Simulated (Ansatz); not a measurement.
Cost and result for the atomization energy of C$_{2}$H$_{5}$BO (`B1CCO1`) (9 atoms, 9 bonds).

Cartesian coordinates in Å:
```
B 0.503 0.332 1.033
C 0.523 0.303 -0.546
C -0.773 -0.476 -0.288
O -0.660 -0.369 1.159
H 1.149 0.748 1.948
H 1.321 -0.265 -1.027
H 0.401 1.253 -1.067
H -0.769 -1.526 -0.586
H -1.694 0.000 -0.627
```

The species carries charge 0 and has multiplicity 1. The geometry is a stationary point of PBE0-D4/def2-TZVP. Program: Ansatz. All runs use 4 threads of a server CPU on a shared host. Times are those of one run each, without the atoms' runs, and a repeat can differ threefold. Electronic energies, without spin–orbit coupling; frozen cores. CCSD(T)/CBS adds CCSD(T) − MP2 in def2-TZVPP to the MP2 limit, and its time is that of the two runs behind it. T1 = 0.014. B3LYP takes the VWN-RPA correlation (the form of Gaussian; ORCA's B3LYP/G).

CCSD(T)/CBS is a level of theory with its own doubt, some kJ/mol a heavy atom from the limit and from the frozen cores, so smaller differences don't rank the functionals.

```csv
level,functions,wall time,atomization (kJ/mol),difference from CCSD(T)/CBS,per bond
LDA (SPW92)/def2-TZVPP,194,1.4 s,4218.6,556.9,61.9
revPBE-D4/def2-TZVPP,194,1.9 s,3670.8,9.1,1.0
BLYP-D4/def2-TZVPP,194,1.9 s,3667.1,5.4,0.6
CCSD(T)/def2-SVP,81,2.4 s,3520.7,-141.0,-15.7
CAM-B3LYP-D4/def2-TZVPP,194,2.9 s,3695.4,33.7,3.7
B3LYP-D4/def2-TZVPP (with forces),194,3.1 s,3672.6,10.9,1.2
r2SCANh-D4/def2-TZVPP,194,4.1 s,3670.4,8.7,1.0
r2SCAN-D4/def2-TZVPP (with forces),194,4.5 s,3692.5,30.8,3.4
B97M-V/def2-TZVPP,194,8.5 s,3683.9,22.2,2.5
ωB97M-V/def2-TZVPP (with forces),194,9 s,3690.6,28.9,3.2
MP2/def2-QZVPP,378,18 s,3704.2,42.5,4.7
CCSD(T)/def2-TZVPP,194,49 s,3579.4,-82.3,-9.1
CCSD(T)/CBS(def2),–,67 s,3661.7,0.0,0.0
```

In def2-TZVPP, CCSD(T) changes the Hartree–Fock value by +848.1 kJ/mol (the triples alone add +52.9 kJ/mol) and MP2 by +924.2 kJ/mol; breaking electron pairs costs correlation energy, which Hartree–Fock lacks. Leaving LDA and LC-ωPBE aside and taking each functional with its dispersion term where it has one, the values, not all of them listed here, spread over 200.3 kJ/mol, from BHLYP-D4 to PBE-D4. LDA lies +464.6 kJ/mol from PBE without D4, its usual overbinding. At CCSD(T), def2-SVP lies −141.0 kJ/mol from the extrapolated value and def2-TZVPP −82.3 kJ/mol: correlation converges slowly with the basis, and small sets miss more of it in the bonded molecule than in its fragments.
